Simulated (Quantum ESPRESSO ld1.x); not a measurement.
Results of a calculation; reference values are marked as such.
Species: Hg35+. Configuration: [Kr] 4d9. Code: ld1.x of Quantum ESPRESSO 7.5. Model: Dirac Kohn-Sham, PBE, spin-unpolarised, spherical densities, point nucleus; open shells are shared between the two j in proportion to 2j + 1.

X-ray form factor f0, the Fourier transform of the density (f0(0) = 45):

| sin(theta)/lambda (1/angstrom) | f0 (electrons) |
|---|---|
| 0.05 | 44.934 |
| 0.1 | 44.738 |
| 0.15 | 44.414 |
| 0.2 | 43.966 |
| 0.25 | 43.401 |
| 0.3 | 42.727 |
| 0.4 | 41.088 |
| 0.5 | 39.131 |
| 0.6 | 36.952 |
| 0.8 | 32.304 |
| 1 | 27.816 |
| 1.25 | 23.088 |
| 1.5 | 19.584 |
| 2 | 15.353 |
